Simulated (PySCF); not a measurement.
Here is a job for PySCF.
```python
from pyscf import gto, scf, dft

mol = gto.Mole()
mol.atom = '''
    Si   -0.521660   -0.275291    0.709653
    Cl    0.718974    1.073103   -0.290605
    N    -0.544548   -1.508271   -0.469172
    H    -0.052039   -1.463082   -1.351964
    H    -1.055445   -2.367694   -0.358686
'''
mol.basis = 'aug-cc-pvdz'
mol.charge = 0
mol.spin = 0
mol.verbose = 4
mol.max_memory = 1800
mol.build()

mf = dft.RKS(mol)
mf.xc = 'pbe'
mf = mf.density_fit(auxbasis='def2-universal-jkfit')
mf.kernel()
```

Q: What does this run give for the HOMO-LUMO gap, dipole moment, HOMO energy, number of basis functions?

A: 
| Item | Result |
|---|---|
| HOMO-LUMO gap | 3.64 eV |
| dipole moment | 2.60 D |
| HOMO energy | -6.08 eV |
| number of basis functions | 95 |
